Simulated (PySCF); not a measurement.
Problem. What does the PBE0-D3(BJ)/def2-SVP structure of `[H]/N=[CH]\[GeH2][C](F)(F)F` look like in three dimensions?

Solution. 
```
atom  x, y, z in Å
N1     2.5255   -0.4838    0.3138
C2     1.4500   -0.6318   -0.3412
Ge3   -0.0241    0.6642   -0.4529
C4    -1.6381   -0.1738    0.3742
F5    -2.7192    0.6095    0.2824
F6    -1.4418   -0.4359    1.6722
F7    -1.9311   -1.3348   -0.2304
H8     2.5527    0.4219    0.7978
H9     1.3244   -1.5807   -0.8947
H10    0.3391    1.9134    0.3645
H11   -0.4000    1.0062   -1.9012
```

Any rigid rotation of these coordinates is as good. Atoms count from 1 in this order. Ge3 (germanium bonded to 2 C and 2 H) is tetrahedral (angles from 106.6° to 112.6°). All 3 C–F bonds measure 1.338 to 1.341 Å. N1 (C=N nitrogen) is bent (angle 111.6°). The C–Ge distances run from 1.966 Å (C2–Ge3, drawn single) to 1.998 Å (Ge3–C4, drawn single), a spread of 0.032 Å.

Bonds between heavy atoms (Å): N1=C2 1.268, C2–Ge3 1.966, Ge3–C4 1.998, C4–F5 1.338, C4–F6 1.339, C4–F7 1.341.

The calculation used PBE0-D3(BJ)/def2-SVP geometry optimisation, gas phase (PySCF 2.14.0).

Point group: C1 (no symmetry element, even within 0.4 Å). No PBE0-D3(BJ)/def2-SVP frequencies stand behind this structure, so it isn't proved a minimum. One conformer, not necessarily the lowest (N1–C2–Ge3–C4 -116°).
